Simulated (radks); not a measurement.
Values are calculated unless marked as measured or tabulated.
Spherical jellium clusters: N electrons in a uniform positive sphere of charge N and radius rs N^(1/3), rs = 5.34 bohr. Level of theory: non-relativistic Kohn-Sham, PBEsol, spin-polarised, spherical densities (a radial shooting solver with Libxc functionals). Levels are named by radial order and angular momentum (1s, 1p, 1d, 2s, ...), and open shells are averaged over m.

N = 8, configuration 1s2 1p6. This is the lowest configuration that the search found. Occupied levels:

level  occupation  eigenvalue (eV)  <r> (bohr)
1s              2          -3.2473       7.139
1p              6          -2.5562       8.402

Energy (eV): total -14.1122, kinetic 8.0412, external -194.35, Hartree 96.847, exchange-correlation -22.486, background 97.839.
